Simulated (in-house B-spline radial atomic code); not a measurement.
What moves the levels of the europium ion Eu⁺ ([Xe] 4f7 6s1)? Level of theory: Dirac-Hartree-Fock, average of configuration, Fermi nucleus of rms radius 5.1115 fm; calculated with an all-electron radial atomic-structure program (B-spline basis).

Baseline run (computed): total energy -10846.3081 hartree, 1s1/2 at -1793.753 hartree, 6s1/2 at -10.422 eV with <r> = 4.088 bohr.

Scaling the speed of light c (a factor of 100 is close to the non-relativistic limit):

```csv
c/c0,ΔE (hartree),6s1/2 level (eV),6s1/2 <r> (bohr)
0.95,-51.78,-10.4935,4.061
0.98,-19.602,-10.4492,4.077
1.02,18.282,-10.3977,4.097
2,326.02,-10.0049,4.255
100,423.58,-9.88872,4.305
```

Changing the nucleus:

```
                                          nucleus  ΔE (eV)
         Gaussian nucleus of rms radius 5.1115 fm    -0.11
uniform spherical nucleus of rms radius 5.1115 fm   0.0313
           Gaussian nucleus of rms radius 0.01 fm    -20.9
            Fermi nucleus of rms radius 5.0093 fm   -0.733
            Fermi nucleus of rms radius 5.2137 fm    0.744
```

A larger nucleus binds the electrons less, roughly as the density at the nucleus times the change of the nuclear <r²>. At equal rms radius the shape enters only through higher moments. A radius of 0.01 fm is nearly a point.

(1) The nuclear charge is raised by 0.1. What does the Hellmann-Feynman theorem predict for the energy, and what is found?

Answers

(1) dE/dZ ≈ -Σ<1/r>, which is -422.379 at the start and -423.364 at the end; their mean times 0.1 is -42.287 hartree, and the two runs differ by -42.286 hartree.
